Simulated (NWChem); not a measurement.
System: SrHSCl; SMILES [Cl][Sr][SH]

```xyz
4

Sr    -0.4742    -0.0375     0.0001
Cl     0.5433    -2.4375    -0.0001
S      0.5900     2.4884     0.0001
H     -0.6578     3.0481    -0.0040
```
Atoms are numbered in this order, from 1.

All runs: NWChem. Geometry: optimised at PBE-D3(BJ)/def2-SVP. def2 effective core potentials on Sr; no spin-orbit coupling. Ions are spin-unrestricted doublets at the neutral geometry; other ion states weren't tried.

Q: Order these by “−ε(HOMO) (eV)”, lowest first: B3LYP/def2-SVP; r2SCAN/def2-SVP; Hartree-Fock/def2-SVP; LRC-wPBEh/def2-SVP.

A: r2SCAN/def2-SVP (5.44), B3LYP/def2-SVP (6.07), LRC-wPBEh/def2-SVP (8.18), Hartree-Fock/def2-SVP (8.90)
